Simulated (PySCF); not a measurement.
## A search over the determinants of NbO

Unrestricted PBE0; basis Nb cc-pVDZ-PP with ECP28, O cc-pVDZ; scalar-relativistic core potentials; PySCF 2.14. Outer shells of the fragments: Nb 4d4 5s1; O 2s2 2p4.

Followed along the bond (rough minima from three points):

| 2Ms+1 | unpaired | ⟨S²⟩ at the start | R at minimum (Å) | Te (eV) |
| --- | --- | --- | --- | --- |
| 4 | σ ↑, δ ↑↑ | 3.91 | 1.69 | 0.00 |
| 2 | δ ↑ | 1.73 | 1.68 | 0.87 |
| 2 | δ ↑ | 0.89 | 1.67 | 1.04 |
| 4 | σ ↑, π ↑, δ ↑ | 3.88 | 1.72 | 1.32 |
| 4 | σ ↑, π ↑, δ ↑ | 3.89 | 1.72 | 1.34 |
| 4 | π ↑, δ ↑↑ | 3.85 | 1.73 | 1.76 |

Solutions found at the starting distance of 1.960 Å, counted from the lowest of them; the search is not exhaustive and high or unbound solutions are not listed, so other states can lie among these:

```
2Ms+1         unpaired   term  E (eV)  ⟨S²⟩  ⟨Lz²⟩  μ (D)
    4        σ ↑, δ ↑↑    ⁴Σ⁻    0.00  3.91   0.00  -5.22
    2              δ ↑  mixed    0.69  1.73   4.87  -5.23
    4    σ ↑, π ↑, δ ↑  mixed    0.94  3.88   4.63  -4.92
    4    σ ↑, π ↑, δ ↑  mixed    0.98  3.89   5.00  -4.65
    2              δ ↑     ²Δ    1.27  0.89   4.00  -3.81
    4        π ↑, δ ↑↑     ⁴Π    1.33  3.85   1.13  -6.03
    2    σ ↓, π ↑, δ ↑  mixed    1.84  1.77   4.82  -4.84
    4        σ ↑↑, δ ↑     ⁴Δ    1.95  3.94   4.00  -1.74
    2        π ↓, δ ↑↑  mixed    2.13  1.79   1.71  -5.70
    2              δ ↑     ²Δ    2.19  0.77   4.01  -7.24
    6  σ ↑, π ↑↑, δ ↑↑  mixed    2.26  8.75   2.07  -2.80
    6  σ ↑, π ↑↑, δ ↑↑  mixed    2.52  8.75   2.09  -2.81
    6  σ ↑, π ↑↑↑, δ ↑  mixed    2.85  8.75   4.96  -2.36
```

A term symbol is given only where ⟨S²⟩ and ⟨Lz²⟩ are close to those of a pure state; real π, δ and φ orbitals otherwise mix terms. A positive dipole means Nb(−)O(+).

The measured ground state is X ⁴Σ- (Huber and Herzberg, Constants of Diatomic Molecules (1979)).

Spin–orbit coupling is left out. With d or f electrons several states lie close, and the lowest PBE0 determinant need not be the measured ground state.
